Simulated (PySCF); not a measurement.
H, charge -1, singlet (in this run its highest filled SCF level lies above zero, so its values depend strongly on the basis, on diffuse functions most of all); WB97X/6-31G, TDA (PySCF).

PySCF was given this input:
```python
from pyscf import gto, scf, dft, tdscf

mol = gto.M(
    atom='''
H     0.000000    0.000000    0.000000
''',
    basis='6-31g',
    charge=-1,
    spin=0,
    verbose=4,
)

mf = dft.RKS(mol)
mf.xc = 'wb97x'
mf.kernel()
td = mf.TDA()
td.nstates = 5
td.kernel()
td.analyze()
```

Problem. Write the output that PySCF gives for this input, abridged.

Solution. 
```
PySCF version 2.14.0

[INPUT] verbose = 4
[INPUT] num. atoms = 1
[INPUT] num. electrons = 2
[INPUT] charge = -1
[INPUT] spin (= nelec alpha-beta = 2S) = 0
[INPUT] symmetry False subgroup None
[INPUT] Mole.unit = angstrom
[INPUT] Symbol           X                Y                Z      unit          X                Y                Z       unit  Magmom
[INPUT]  1 H      0.000000000000   0.000000000000   0.000000000000 AA    0.000000000000   0.000000000000   0.000000000000 Bohr   0.0

nuclear repulsion = 0
number of shells = 2
number of NR pGTOs = 4
number of NR cGTOs = 2
basis = 6-31g
ecp = {}

******** <class 'pyscf.dft.rks.RKS'> ********
method = RKS
initial guess = minao
damping factor = 0
level_shift factor = 0
DIIS = <class 'pyscf.scf.diis.CDIIS'>
diis_start_cycle = 1
diis_space = 8
diis_damp = 0
SCF conv_tol = 1e-09
SCF conv_tol_grad = None
SCF max_cycles = 50
direct_scf = True
direct_scf_tol = 1e-13
XC library pyscf.dft.libxc version 7.1.2
    S. Lehtola, C. Steigemann, M. J. T. Oliveira, and M. A. L. Marques,  SoftwareX 7, 1–5 (2018)
XC functionals = wb97x
    J.-D. Chai and M. Head-Gordon,  J. Chem. Phys. 128, 084106 (2008)
radial grids:
    Treutler-Ahlrichs [JCP 102, 346 (1995); DOI:10.1063/1.469408] (M4) radial grids

becke partition: Becke, JCP 88, 2547 (1988); DOI:10.1063/1.454033
pruning grids: <function nwchem_prune>
grids dens level: 3
symmetrized grids: False
atomic radii adjust function: <function treutler_atomic_radii_adjust>
small_rho_cutoff = 0
Set gradient conv threshold to 3.16228e-05
Initial guess from minao.
tot grids = 9808
init E= -0.371109109161134
  HOMO = -0.198185116469881  LUMO = 0.893129997004928  gap/eV = 29.69620
cycle= 1 E= -0.431393481313121  delta_E= -0.0603  |g|= 0.254  |ddm|= 0.762
  HOMO = 0.130282460970446  LUMO = 1.40709594199405  gap/eV = 34.74386
cycle= 2 E= -0.456504096396337  delta_E= -0.0251  |g|= 0.00168  |ddm|= 0.415
  HOMO = 0.0843301437811793  LUMO = 1.35258334670301  gap/eV = 34.51093
cycle= 3 E= -0.456505240811603  delta_E= -1.14e-06  |g|= 6.18e-05  |ddm|= 0.00285
  HOMO = 0.0843206662988645  LUMO = 1.35256556397325  gap/eV = 34.51070
cycle= 4 E= -0.456505241943759  delta_E= -1.13e-09  |g|= 3.22e-05  |ddm|= 5.21e-05
  HOMO = 0.08431736496859  LUMO = 1.35255937066492  gap/eV = 34.51062
cycle= 5 E= -0.456505242170832  delta_E= -2.27e-10  |g|= 2.19e-05  |ddm|= 1.82e-05
  HOMO = 0.08430663272713  LUMO = 1.35254197134445  gap/eV = 34.51044
Extra cycle  E= -0.456505242366299  delta_E= -1.95e-10  |g|= 6.6e-07  |ddm|= 3.75e-05
converged SCF energy = -0.456505242366299

******** <class 'pyscf.tdscf.rks.TDA'> for <class 'pyscf.dft.rks.RKS'> ********
nstates = 5 singlet
deg_eia_thresh = 1.000e-03
wfnsym = None
conv_tol = 1e-05
eigh lindep = 1e-12
eigh level_shift = 0
eigh max_cycle = 100

Excitation energies (eV)
[29.78760788]

** Singlet excitation energies and oscillator strengths **
Excited State   1:     29.78761 eV     41.62 nm  f=0.0000
       1 -> 2         0.70711

** Transition electric dipole moments (AU) **
state          X           Y           Z        Dip. S.      Osc.
  1         0.0000      0.0000      0.0000      0.0000      0.0000

** Transition velocity dipole moments (imaginary part, AU) **
state          X           Y           Z        Dip. S.      Osc.
  1        -0.0000     -0.0000     -0.0000      0.0000      0.0000

** Transition magnetic dipole moments (imaginary part, AU) **
state          X           Y           Z
  1        -0.0000     -0.0000     -0.0000
```
